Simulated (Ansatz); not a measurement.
A nudged elastic band was laid between two geometries of F$_{3}$Si (4 atoms, charge 0, multiplicity 2).

Method: Ansatz 0.2.0, UKS r2SCAN-D4/6-31G*.

```json
{
 "movable images": "7",
 "climbing image": "yes",
 "spring": "5.0 eV/Å²",
 "optimiser": "quadratic models (default)",
 "start path": "through a guess of the saddle point",
 "force threshold": "0.05 eV/Å",
 "iteration limit": "60",
 "end points": "relaxed"
}
```

Image 0:

```xyz
4
Properties=species:S:1:pos:R:3
F 0.793 -0.512 1.163
Si -0.286 0.216 0.237
F -1.004 -0.901 -0.651
F 0.497 1.198 -0.749
```

Image 8:

```xyz
4
Properties=species:S:1:pos:R:3
F 0.602 -0.368 1.321
Si 0.286 -0.216 -0.237
F -1.195 -0.758 -0.493
F 0.307 1.342 -0.591
```

Q: Which bonds break or form, and what moves?

A: No bond is made or broken. The height of Si2 over the plane of its neighbours goes from -0.57 to 0.57 Å. The two ends are copies of one structure, up to a mirror image or an exchange of like atoms.

Q: Give the energies along the band, and the barrier.

A: The forces met the threshold. The highest image is number 4 of 0 to 8, 1.36 eV above the ends, which have the same energy within 2 meV. A vibrational analysis at the climbing image gives one clearly imaginary mode, 452i cm⁻¹: a first-order saddle point.

```tsv
image	path coordinate (Å)	energy (eV)	height of Si2 over the plane of its neighbours (Å)
0	0.00	0.00	-0.57
1	0.22	0.13	-0.53
2	0.43	0.49	-0.42
3	0.65	1.02	-0.24
4	0.86	1.36	0.00
5	1.08	1.02	0.24
6	1.29	0.49	0.42
7	1.51	0.13	0.53
8	1.72	0.00	0.57
```

Q: What is the geometry of the highest image?

A: 
```xyz
4
Properties=species:S:1:pos:R:3
F 0.967 -0.197 1.374
Si -0.079 -0.230 0.128
F -1.270 -0.681 -0.885
F 0.383 1.107 -0.617
```

Q: What are the harmonic wavenumbers there?

A: 452i, 254, 351, 658, 924, 965 cm⁻¹.

Time of the run: 98 s on 1 thread of AMD EPYC 9R45 96-Core Processor (Zen 5), on a shared host, peak memory 0.18 GiB.
